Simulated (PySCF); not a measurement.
**Deuteron quadrupole couplings in `C=C/C(C)=C(/C)C(=O)F`**

Species: C₇H₉FO.
SMILES with atom numbers: `[CH2:1]=[CH:2]/[C:3]([CH3:4])=[C:5](/[CH3:6])[C:7](=[O:8])[F:9]` (hydrogens: H10, H11 on C1; H12 on C2; H13, H14, H15 on C4; H16, H17, H18 on C6)

Cartesian coordinates in Å at the GFN2-xTB level; atoms count from 1:
```
atom  x, y, z in Å
C1     2.6472    0.4740    0.6205
C2     1.3553    0.7945    0.5504
C3     0.3108   -0.0601    0.0148
C4     0.7557   -1.3950   -0.5021
C5    -1.0055    0.3008   -0.0247
C6    -2.0536   -0.6236   -0.5892
C7    -1.4640    1.5898    0.4734
O8    -0.8823    2.5045    0.9648
F9    -2.8263    1.7451    0.3349
H10    3.0501   -0.4652    0.2812
H11    3.3602    1.1661    1.0346
H12    1.0450    1.7589    0.9183
H13    1.2008   -1.9675    0.3106
H14    1.5173   -1.2552   -1.2672
H15   -0.0548   -1.9737   -0.9264
H16   -3.0433   -0.1845   -0.5280
H17   -1.8498   -0.8388   -1.6375
H18   -2.0714   -1.5638   -0.0400
```

Level: PBE0/pcSseg-1 (PySCF, non-relativistic); Q(2H) = 0.00286 b; rigid geometry, the same for H and D, with no vibrational averaging.

Question: Rank these positions by the coupling χzz of a deuteron there, largest first.
A. H11 (vinylic hydrogen)
B. H15 (methyl hydrogen)
C. H16 (methyl hydrogen)

Answer: A (225 kHz), B (215 kHz), C (209 kHz).

Question: Tabulate Vzz, the asymmetry η and χzz = 234.96 MHz × Q × Vzz for every hydrogen position.

Answer: 
```json
{"atom": "H10", "bonded to": "C1", "bond length (Å)": "1.077", "Vzz (au)": "0.3346", "η": "0.04", "χzz (kHz)": "225"}
{"atom": "H11", "bonded to": "C1", "bond length (Å)": "1.077", "Vzz (au)": "0.3353", "η": "0.04", "χzz (kHz)": "225"}
{"atom": "H12", "bonded to": "C2", "bond length (Å)": "1.078", "Vzz (au)": "0.3100", "η": "0.07", "χzz (kHz)": "208"}
{"atom": "H13", "bonded to": "C4", "bond length (Å)": "1.089", "Vzz (au)": "0.3103", "η": "0.02", "χzz (kHz)": "209"}
{"atom": "H14", "bonded to": "C4", "bond length (Å)": "1.089", "Vzz (au)": "0.3109", "η": "0.02", "χzz (kHz)": "209"}
{"atom": "H15", "bonded to": "C4", "bond length (Å)": "1.083", "Vzz (au)": "0.3194", "η": "0.04", "χzz (kHz)": "215"}
{"atom": "H16", "bonded to": "C6", "bond length (Å)": "1.085", "Vzz (au)": "0.3103", "η": "0.03", "χzz (kHz)": "209"}
{"atom": "H17", "bonded to": "C6", "bond length (Å)": "1.089", "Vzz (au)": "0.3110", "η": "0.02", "χzz (kHz)": "209"}
{"atom": "H18", "bonded to": "C6", "bond length (Å)": "1.089", "Vzz (au)": "0.3113", "η": "0.02", "χzz (kHz)": "209"}
```

Question: How does χzz go with the bond length over the 9 C–H bonds?

Answer: A straight-line fit has a slope of -9.5 kHz for each 0.01 Å, with a correlation coefficient of -0.74, over lengths from 1.077 to 1.089 Å.

Question: Give the 2H NMR doublet splittings at H14 for a magnetic field along the z, y and x axes of the gradient: 3χ/2, 3χ(1 + η)/4, 3χ(1 − η)/4.

Answer: With |χ| = 208.9 kHz and η = 0.020: 313, 160 and 153 kHz, to first order and without motion.

Geometry: GFN2-xTB, one conformer, isolated molecule. GFN2-xTB frequencies show an imaginary mode (88i cm⁻¹), so this geometry is no minimum at that level. GFN2-xTB bond lengths can be off by several hundredths of an ångström, more for odd bonds, and the gradients follow them. A larger basis could move these couplings by a tenth or more.
